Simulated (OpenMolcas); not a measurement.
## Be+: effect of the active space

* Program: OpenMolcas
* Method: CASSCF or its RAS form
* Basis: ANO-RCC-VQZP
* Scalar Hamiltonian: DKH2, point nucleus
* Spin-orbit coupling: state interaction with AMFI integrals over the reference wave functions, term energies averaged over their components

A. 1 electron in 4 orbitals (2s 2p); 2S+1 = 2 even, 1 root; 2S+1 = 2 odd, 3 roots; cost of the order of 9 core-seconds
B. 1 electron in 8 orbitals (2s 2p 3s 3p); 2S+1 = 2 even, 1 root; 2S+1 = 2 odd, 3 roots; cost roughly 8 core-seconds
C. 1 electron in 9 orbitals (RAS2 2s 2p; RAS3 3d, at most 1 electron); 2S+1 = 2 even, 1 root; 2S+1 = 2 odd, 3 roots; cost roughly 7 core-seconds

Energies in cm⁻¹ above 2s ²S_1/2, the measured ground level; measured values from NIST Handbook of Basic Atomic Spectroscopic Data.

```
     Level      A      B      C  Measured
 2s ²S_1/2    0.0    0.0    0.0       0.0
2p ²P°_1/2  32399  32399  32399     31929
2p ²P°_3/2  32404  32404  32404     31935
```

Deviations, from unrounded energies. A percentage is the sum of absolute deviations over the sum of measured energies, with the sign that they share, or ± where signs differ.

| Against measurement | Levels | A | B | C |
| --- | --- | --- | --- | --- |
| mean absolute deviation (cm-1) | 2 | 470 | 470 | 470 |
| other configurations (%) | 2 | +1.5 | +1.5 | +1.5 |

A, B, C lie about equally close to measurement. The largest miss of A in the table is 2p ²P°_1/2, by +470 cm-1. The ranking rests on the paired levels alone, and a cruder setting can come out closer through cancelling errors.

Among A to C no level of the table moves by more than 5 cm-1.

ANO sets are built for ground and valence states and can reach diffuse excited orbitals poorly. With one active electron the reference holds no correlation, so core polarisation is missing. With one active electron outside closed inactive shells, the extra shells (3p 3s) add no correlation to the reference (holds for B). With one active electron outside closed inactive shells, the extra shells (3d) add no correlation to the reference (holds for C). Computed and measured levels are paired by configuration, term and J; levels that our copy of the source lacks, or whose pairing is in doubt (as where it misses far off the trend of its configuration), stay unpaired and out of the deviations. Only configurations of the active space appear.

° marks odd parity.
